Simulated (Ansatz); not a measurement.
```yaml
crystal:
  periodic: [false, false, false]
  atoms:
    - {symbol: C, position_ang: [-0.835197, -0.078972, 1.392545]}
    - {symbol: C, position_ang: [0.472553, -0.428561, 1.495373]}
    - {symbol: C, position_ang: [1.333742, -0.768469, 0.397361]}
    - {symbol: C, position_ang: [1.245584, -0.250035, -0.838597]}
    - {symbol: C, position_ang: [0.327974, 0.892107, -1.137989]}
    - {symbol: C, position_ang: [-1.067834, 0.368684, -1.020454]}
    - {symbol: C, position_ang: [-1.580755, 0.010867, 0.168265]}
    - {symbol: H, position_ang: [-1.400966, 0.003716, 2.316422]}
    - {symbol: H, position_ang: [0.863107, -0.601104, 2.494463]}
    - {symbol: H, position_ang: [2.094284, -1.520155, 0.591487]}
    - {symbol: H, position_ang: [1.859865, -0.655013, -1.636927]}
    - {symbol: H, position_ang: [0.516286, 1.304881, -2.128944]}
    - {symbol: H, position_ang: [0.482423, 1.687257, -0.397904]}
    - {symbol: H, position_ang: [-1.678178, 0.291339, -1.914985]}
    - {symbol: H, position_ang: [-2.632888, -0.256532, 0.219875]}
basis:
  gaussian: {orbitals: def2-TZVPPP}
hamiltonian: {xc: {name: r2SCAN50}, dispersion: d4}
output: {forces: true}
```

```sh
$ ansatz run in.yaml --threads 2 --pin off --events-out ev --progress --plain --max-ram 32768MiB --backend cpu
```

Shortened log:

```
Error: <dir> can't be read: No such file or directory (os error 2)
```
